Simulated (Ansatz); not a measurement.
Consider the redistribution: `O[Si](O)(Cl)[SiH](Cl)Cl` + `O[SiH](O)N[SiH2]Cl` → `O[SiH](O)N[SiH](Cl)Cl` + `O[Si](O)(Cl)[SiH2]Cl`.

Program: Ansatz. Geometries: PBE0-D4/def2-TZVP. ΔE: electronic, gas phase. CBS: MP2 limit from def2 TZ/QZ plus the TZ coupled-cluster correction, frozen cores. DFT in def2-TZVPP. B3LYP here is the variant with VWN-RPA as its local correlation; programs differ in this. Each species was taken in one conformer, which may not be the lowest.

```csv
level,ΔE (kJ/mol),difference from CCSD(T)/CBS
PBE-D4,-2.0,3.2
r2SCAN-D4,-5.0,0.2
B3LYP-D4,-2.6,2.6
ωB97M-V,-5.0,0.2
PBE0,-5.5,-0.3
MP2/def2-TZVPP,-5.1,0.1
CCSD(T)/def2-TZVPP,-5.7,-0.5
MP2/def2-QZVPP,-4.9,0.3
SCS-MP2/def2-QZVPP,-5.1,0.1
MP2/CBS(def2),-4.7,0.5
CCSD(T)/CBS,-5.2,0
```

Largest T1 diagnostic among the species: 0.011.

In def2-TZVPP, CCSD(T) changes the Hartree–Fock value by +3.2 kJ/mol (the triples alone add +1.0 kJ/mol) and MP2 by +3.8 kJ/mol.
